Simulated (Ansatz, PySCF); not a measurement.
Dissociation curve of SMILES C=[SiH2], singlet. The C1–Si4 bond (C1 also carries H, H; Si4 carries H, H) is pulled apart rigidly from the PBE0/def2-TZVP optimised geometry.

- RHF/3-21G = PySCF with restricted Hartree-Fock/3-21G
- UMP2/3-21G = unrestricted MP2 (frozen core)/3-21G (PySCF)
- UKS-PBE = unrestricted PBE/cc-pVTZ in Ansatz (an electronic-structure program)
- RKS-B3LYP/6-31G* = restricted B3LYP/6-31G*, spherical d in PySCF 2.14.0
- UCCSD = CCSD on UHF/cc-pVTZ, frozen core run with Ansatz

Energies are in kcal/mol, each relative to the lowest point of its own curve near equilibrium.

| R / Å | RHF/3-21G | UMP2/3-21G | UKS-PBE | RKS-B3LYP/6-31G* | UCCSD |
|---|---|---|---|---|---|
| 1.37 | 91.2 | 88.1 | 81.4 | 80.9 | 81.4 |
| 1.44 | 51.8 | 47.8 | 45.7 | 45.1 | 45.2 |
| 1.52 | 23.0 | 17.8 | 20.1 | 19.5 | 19.3 |
| 1.58 | 10.1 | 6.5 | 8.7 | 8.3 | 8.0 |
| 1.63 | 3.7 | 2.4 | 3.2 | 2.9 | 2.6 |
| 1.70 | 0.0 | 0.0 | 0.0 | 0.0 | 0.0 |
| 1.78 | 1.4 | 1.0 | 1.2 | 1.6 | 2.0 |
| 1.79 | 1.9 | 1.3 | 1.6 | 2.1 | 2.6 |
| 1.88 | 9.1 | 6.1 | 7.6 | 8.7 | 9.5 |
| 1.97 | 19.8 | 13.0 | 16.4 | 18.1 | 18.9 |
| 2.11 | 40.4 | 26.2 | 32.8 | 35.8 | 35.9 |
| 2.29 | 69.9 | 45.3 | 54.5 | 60.4 | 57.7 |
| 2.54 | 110.8 | 70.8 | 80.6 | 93.1 | 84.2 |
| 2.80 | 150.0 | 133.8 | 102.1 | 122.5 | 105.2 |
| 3.02 | 178.8 | — | 115.5 | 143.2 | 116.6 |
| 3.41 | 221.0 | — | 129.1 | — | 125.6 |
| 3.68 | 244.3 | — | 131.6 | — | 127.8 |
| 4.10 | 272.7 | — | 132.9 | — | 129.1 |
| 4.54 | 294.5 | — | 133.4 | — | 129.5 |
| 5.05 | 312.1 | — | 133.5 | — | 129.7 |
| 5.86 | 328.7 | — | 133.5 | — | 129.8 |

At the longest distance, 5.86 Å, RHF/3-21G lies highest above its minimum (328.7 kcal/mol) and UCCSD lowest (129.8 kcal/mol).

Dashes: no converged value, or the column stops at the first point that the program doubted or that broke a chosen test of continuity, which isn't proof of a fault.

The restricted form behind RHF/3-21G, RKS-B3LYP/6-31G* keeps the bonding electrons paired and can't separate into open-shell fragments. The unrestricted determinant behind UMP2/3-21G is spin-contaminated at 1.58 to 5.86 Å (<S²> up to 1.6, against 0.00 for a pure singlet). The unrestricted solution behind UKS-PBE changes between 3.02 and 3.41 Å, which can leave a kink. The unrestricted determinant behind UKS-PBE is spin-contaminated at 2.29 to 5.86 Å (<S²> up to 1.6, against 0.00 for a pure singlet). The unrestricted determinant behind UCCSD is spin-contaminated at 1.63 to 5.86 Å (<S²> up to 2.0, against 0.00 for a pure singlet).
